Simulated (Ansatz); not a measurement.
```xyz
9

N    -1.059    1.466    0.580
C    -1.251    0.230    0.569
F    -2.385   -0.251    1.038
O    -0.502   -0.786    0.155
Si    1.030   -0.624   -0.501
H    -0.158    1.734    0.198
H     1.919    0.030    0.489
H     1.456   -2.004   -0.798
H     0.950    0.204   -1.729
```

Total charge 0; spin multiplicity 1.

Task: List the CAM-B3LYP/def2-TZVPP orbital energies in eV (Ansatz). (Best estimate.)

Result: Ansatz gave: Occupied: -1802.39, -674.49, -524.14, -391.41, -284.01, -146.90, -102.27, -102.19, -102.19, -36.74, -31.99, -27.26, -20.62, -18.48, -16.63, -16.28, -16.25, -14.05, -13.68, -13.30, -11.86, -11.69, -10.18, -10.09. Lowest empty: 0.51, 1.57, 1.66, 2.05, 2.44, 3.58, 4.44, 4.84.
